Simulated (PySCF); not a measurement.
## Ionisation energy of Hf(2+) by level of theory

Hf(2+) [Xe] 4f14 5d2 (3F) → Hf(3+) [Xe] 4f14 5d1 (2D), as a difference of total energies. Calculation: PySCF 2.14, in aug-cc-pVDZ-PP with ECP60MDF; scalar relativity through the core potential. Correlated levels: valence: 5s2 5p6 frozen. The calculations carry no spin-orbit coupling.

```
           method  ionisation energy (eV)
              UHF                  21.518
    MP2 (valence)                  21.577
SCS-MP2 (valence)                  21.538
   CCSD (valence)                  21.599
```

Q: How much does correlation contribute at MP2 (valence)?

A: 21.577 − (21.518) = 0.059 eV, measured against UHF.

The reference lies between the lowest fine-structure levels, while these numbers refer to the centres of the terms.

Errors of the correlated levels include the incompleteness of this basis and the frozen core.

With two correlated electrons CCSD is exact in that space.

For comparison: 22.55 ± 0.04 eV (theoretical estimate listed by NIST; NIST Atomic Spectra Database, ionization energies).
